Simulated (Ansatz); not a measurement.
Compare A (`BN[SiH](O)F`) with its isomer B (`NB(O)[SiH2]F`).

Program: Ansatz. Geometries: PBE0-D4/def2-TZVP. ΔE: electronic, gas phase. CCSD(T)/CBS adds triple-zeta CCSD(T) − MP2 to the extrapolated MP2 energy (def2 sets, frozen cores). DFT in def2-TZVPP. B3LYP here is the variant with VWN-RPA as its local correlation; programs differ in this. Each species was taken in one conformer, which may not be the lowest.

(1) Which is lower in electronic energy at CCSD(T)/CBS, and by how much? (An estimate is asked.)

(2) Give E(B) − E(A) in kcal/mol with B3LYP-D4, HF/def2-TZVPP, CCSD/def2-TZVPP, PBE-D4, PBE0-D4, B3LYP, ωB97M-V. (Best estimate.)

Largest T1 diagnostic: 0.013.

Results:

(1) Ansatz gave: A, by 21.5 kcal/mol.

(2) Computed: B3LYP-D4 19.3, HF/def2-TZVPP 25.2, CCSD/def2-TZVPP 21.8, PBE-D4 14.2, PBE0-D4 16.8, B3LYP 19.0, ωB97M-V 20.9. None reverses the order clearly.

In def2-TZVPP, CCSD(T) changes the Hartree–Fock value by −4.0 kcal/mol (the triples alone add −0.6 kcal/mol) and MP2 by −2.2 kcal/mol. From PBE to PBE0 (25 % exact exchange), in def2-TZVPP and without D4, E(B) − E(A) moves by +2.6 kcal/mol.
